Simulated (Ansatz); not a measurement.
The B1–H3 bond of aminoborane (SMILES BN) is stretched (multiplicity 1, the rest rigid).
Geometry at rest (charge 0, multiplicity 1):
```csv
atom,x (Å),y (Å),z (Å)
B,-0.7760,0.0448,-0.0030
N,0.6093,-0.0352,0.0024
H,-1.4138,-0.9629,-0.0311
H,-1.2939,1.1191,0.0205
H,1.2097,0.7728,0.0253
H,1.1130,-0.9068,-0.0162
```

Correlated levels freeze the cores.

Run with Ansatz (Gaussian basis) for Hartree–Fock, density functionals and correlated methods. 

Energies above the point at 1.193 Å (the B3LYP-D3(BJ) bond length), FIC-MRCISD+Q on CASSCF(2,2)/cc-pVTZ (kcal/mol): 4.87 at 1.074 Å; 3.10 at 1.312 Å; 109.86 at 3.817 Å.

Task: Take the last value as the depth D of a Morse curve D(1 − e^(−a(R − R₀)))², fit a and R₀ to the two near points, and test it at 1.610 and 2.088 Å.

Result: 
With D = 109.9, both near points (counted from the curve's value at 1.193 Å) are met by a = 1.57 Å⁻¹ and R₀ = 1.195 Å, so k = 2Da² = 542 kcal/(mol Å²). The curve then gives 25.2 and 62.4 kcal/mol; the level itself gives 25.1 and 64.1, so Morse is off by 0.1 and -1.7.

Ansatz is a first-principles code.
